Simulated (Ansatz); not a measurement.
Consider the redistribution: `C=NB(N)O` + `FC(F)N[SiH3]` → `NB(O)F` + `C=NC(F)N[SiH3]`.

Isolated molecules relaxed with PBE0-D4/def2-TZVP in Ansatz; ΔE leaves out vibrations. CCSD(T)/CBS adds triple-zeta CCSD(T) − MP2 to the extrapolated MP2 energy (def2 sets, frozen cores). Functionals use def2-TZVPP. B3LYP here is the variant with VWN-RPA as its local correlation; programs differ in this. One conformer a species, not always the lowest.

`C=NB(N)O`:

```xyz
10

C     1.337   -0.477    1.319
N     0.639    0.429    0.808
B    -0.137    0.362   -0.412
N    -1.521    0.091   -0.337
O     0.523    0.625   -1.587
H     1.446   -1.486    0.893
H     1.891   -0.295    2.246
H    -1.982   -0.037    0.545
H    -2.147    0.124   -1.121
H    -0.050    0.664   -2.354
```

`FC(F)N[SiH3]`:

```xyz
10

F     0.459    1.346    1.659
C     1.035    0.455    0.789
F     0.996   -0.745    1.421
N     0.350    0.355   -0.418
Si   -1.069   -0.621   -0.681
H     2.078    0.764    0.673
H     0.559    1.096   -1.067
H    -2.114   -0.399    0.350
H    -0.728   -2.063   -0.714
H    -1.566   -0.188   -2.010
```

`NB(O)F`:

Z-matrix (Å, degrees):
```
N
B 1 1.406
H 1 1.004 2 121.1
H 1 1.003 2 124.7 3 180.0
O 2 1.363 1 125.7 3 -180.0
F 2 1.337 1 118.3 3 0.0
H 5 0.957 2 114.6 1 0.0
```

`C=NC(F)N[SiH3]`:

Cartesian coordinates in Å:
```
C -0.216 -1.019 2.442
N 0.440 -0.266 1.675
C 0.329 -0.435 0.262
F -0.594 -1.449 -0.081
N -0.017 0.780 -0.347
Si 0.055 1.059 -2.052
H -0.116 -0.870 3.516
H -0.876 -1.814 2.090
H 1.285 -0.805 -0.122
H -0.592 1.368 0.238
H 0.083 2.528 -2.257
H 1.307 0.422 -2.538
H -1.087 0.501 -2.825
```

| level | ΔE (kJ/mol) | difference from CCSD(T)/CBS |
| --- | --- | --- |
| PBE-D4 | -93.8 | 8.8 |
| r2SCAN-D4 | -97.9 | 4.7 |
| PBE0-D4 | -96.4 | 6.2 |
| B3LYP-D4 | -96.6 | 6.0 |
| ωB97X-V | -96.1 | 6.5 |
| ωB97M-V | -96.6 | 6.0 |
| B2PLYP | -98.8 | 3.8 |
| PBE | -93.0 | 9.6 |
| r2SCAN | -97.5 | 5.1 |
| PBE0 | -95.6 | 7.0 |
| B3LYP | -95.4 | 7.2 |
| HF/def2-TZVPP | -96.7 | 5.9 |
| MP2/def2-TZVPP | -103.9 | -1.3 |
| SCS-MP2/def2-TZVPP | -101.2 | 1.4 |
| CCSD/def2-TZVPP | -100.5 | 2.1 |
| CCSD(T)/def2-TZVPP | -101.0 | 1.6 |
| HF/def2-QZVPP | -96.8 | 5.8 |
| MP2/def2-QZVPP | -104.9 | -2.3 |
| SCS-MP2/def2-QZVPP | -102.2 | 0.4 |
| HF/CBS(def2) | -96.8 | 5.8 |
| MP2/CBS(def2) | -105.5 | -2.9 |
| CCSD/CBS(def2) | -102.1 | 0.5 |
| CCSD(T)/CBS | -102.6 | 0 |

Largest T1 diagnostic among the species: 0.012.

In def2-TZVPP, CCSD(T) changes the Hartree–Fock value by −4.3 kJ/mol (the triples alone add −0.5 kJ/mol) and MP2 by −7.2 kJ/mol.
